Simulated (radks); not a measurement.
Results of a calculation; reference values are marked as such.
Ionisation of B+, [He] 2s2, to B2+, [He] 2s1, under several functionals. Non-relativistic Kohn-Sham, spin-polarised, spherical densities, point nucleus; open shells are filled with parallel spins first; a radial shooting solver on a logarithmic mesh with Libxc functionals.

r2SCAN: E(B+) (hartree) -24.31621; Exc (hartree) -3.56867; IE (eV) 24.260; -e(HOMO) (eV) 19.726; <r> HOMO (bohr) 1.787; IE error (eV) -0.895
Wu-Cohen GGA: E(B+) (hartree) -24.22097; Exc (hartree) -3.46488; IE (eV) 24.419; -e(HOMO) (eV) 19.410; <r> HOMO (bohr) 1.782; IE error (eV) -0.736
exchange-only LDA: E(B+) (hartree) -23.78597; Exc (hartree) -3.00248; IE (eV) 22.856; -e(HOMO) (eV) 18.149; <r> HOMO (bohr) 1.807; IE error (eV) -2.299
exchange-only r2SCAN: E(B+) (hartree) -24.22545; Exc (hartree) -3.47519; IE (eV) 23.225; -e(HOMO) (eV) 19.096; <r> HOMO (bohr) 1.799; IE error (eV) -1.930
HCTH/407: E(B+) (hartree) -24.33381; Exc (hartree) -3.58511; IE (eV) 25.024; -e(HOMO) (eV) 19.685; <r> HOMO (bohr) 1.784; IE error (eV) -0.131

NIST Atomic Spectra Database: 25.155 eV (measured). Closest: HCTH/407. The Delta-SCF values span 2.17 eV, the total energies 0.55 hartree. The highest occupied level is 2s.
